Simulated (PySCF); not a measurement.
C₄H₃FOS, SMILES Oc1cc(F)cs1. Atoms are numbered in the order given.

```xyz
10

O      1.1307     2.1823     0.0000
C      0.5189     0.9823     0.0000
C      1.1515    -0.2288     0.0000
C      0.1919    -1.2916     0.0000
F      0.5737    -2.5683     0.0000
C     -1.1124    -0.9015     0.0000
S     -1.2136     0.8304     0.0000
H      0.4802     2.8941     0.0000
H      2.2326    -0.3619     0.0000
H     -2.0033    -1.5259     0.0000
```

Coordinates come from a ωB97X-D3(BJ)/def2-SVP optimisation. Other conformers were not sampled.

Level of theory: PBE0/pcSseg-1 (PySCF).

GIAO shieldings, no solvent; atoms alike by connectivity are averaged. δ = σ(ref) − σ: ¹⁷O against H2O (σ = 334.2 ppm); ¹³C against TMS (σ = 186.3 ppm); ¹⁹F against CFCl3 (σ = 167.2 ppm); ³³S against H2S (σ = 716.7 ppm); ¹H against TMS (σ = 31.56 ppm), references at their B3LYP-D3(BJ)/def2-TZVP geometries, non-relativistic.

```
nucleus  atoms  count  δ (ppm)
-------  -----  -----  -------
¹⁷O         O1      1    119.7
¹³C         C2      1    168.7
¹³C         C4      1    166.1
¹³C         C3      1    102.4
¹³C         C6      1     94.5
¹⁹F         F5      1   -130.8
³³S         S7      1    357.2
¹H          H9      1     6.49
¹H         H10      1     5.90
¹H          H8      1     4.26
```
